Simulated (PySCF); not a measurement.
C₅H₁₂N₂Si₂.
Atom-mapped SMILES: `[CH3:1][NH:2][Si@H:3]1[CH:4]=[CH:5][Si@H:6]([NH2:7])[CH:8]=[CH:9]1`

Definitions: NICS(0) = −σiso at the ring centroid; NICS(1) = −σiso and NICS(1)zz = −σzz at ±1 Å along the ring normal z. Level: GIAO PBE0/pcSseg-1 (PySCF, non-relativistic, gas phase) on the GFN2-xTB geometry, one conformer.

Ring bond lengths (Å), with Mayer bond orders in brackets: Si3–C4 1.888 (0.83), C4–C5 1.330 (1.96), C5–Si6 1.878 (0.87), Si6–C8 1.878 (0.86), C8–C9 1.329 (1.95), C9–Si3 1.877 (0.90).

What do the NICS probes read (ppm)?

| ring | type | NICS(0) | NICS(1), two faces | NICS(1)zz, two faces | rms pucker (Å) | centre to ring atoms, mean (Å) |
| --- | --- | --- | --- | --- | --- | --- |
| Si3–C4–C5–Si6–C8–C9 | 6-membered ring with 2 Si; formal bonds 2 double, 4 single | 1.3 | -0.7 / -0.7 | 5.0 / 4.6 | 0.04 | 1.70 |

What do they say, and how far can they be read as aromaticity?

- Si3–C4–C5–Si6–C8–C9: mean NICS(1)zz 4.8 ppm, deshielded. Si3, Si6 have four or more neighbours, and the NICS criterion for π rings isn't applied.

At the first NICS(1) probe listed for ring Si3–C4–C5–Si6–C8–C9, 1 Å off the ring, how large is the induced field along the normal in 11.7 T applied along it?

NICSzz × B0 = 5.0 ppm × 11.7 T = 58 μT, along the applied field.

What are the shieldings of the ring atoms and their hydrogens in the same run (means over atoms taken as equivalent)?

```csv
atoms,environment,σ isotropic (ppm),"principal values of the symmetric part, first atom (ppm)"
Si3,SiH silicon,395.2,"363.1, 389.6, 432.7"
C4 (×2),alkene CH carbon,32.8,"-90.7, 6.3, 177.8"
C5 (×2),alkene CH carbon,30.9,"-86.1, 12.4, 173.8"
Si6,SiH silicon,399.7,"380.6, 385.5, 433.0"
H on Si3,Si–H hydrogen,26.70,"23.3, 25.4, 31.4"
H on C4 (×2),vinylic hydrogen,24.34,"21.5, 23.7, 27.5"
H on C5 (×2),vinylic hydrogen,24.39,"22.3, 23.9, 27.3"
H on Si6,Si–H hydrogen,26.45,"22.7, 25.3, 31.4"
```

The values belong to the conformer `[CH3:1][NH:2][Si@H:3]1[CH:4]=[CH:5][Si@H:6]([NH2:7])[CH:8]=[CH:9]1`: C1–N2–Si3–C4 55°, H–N7–Si6–C5 51°, H–N7–Si6–C5 -172°.
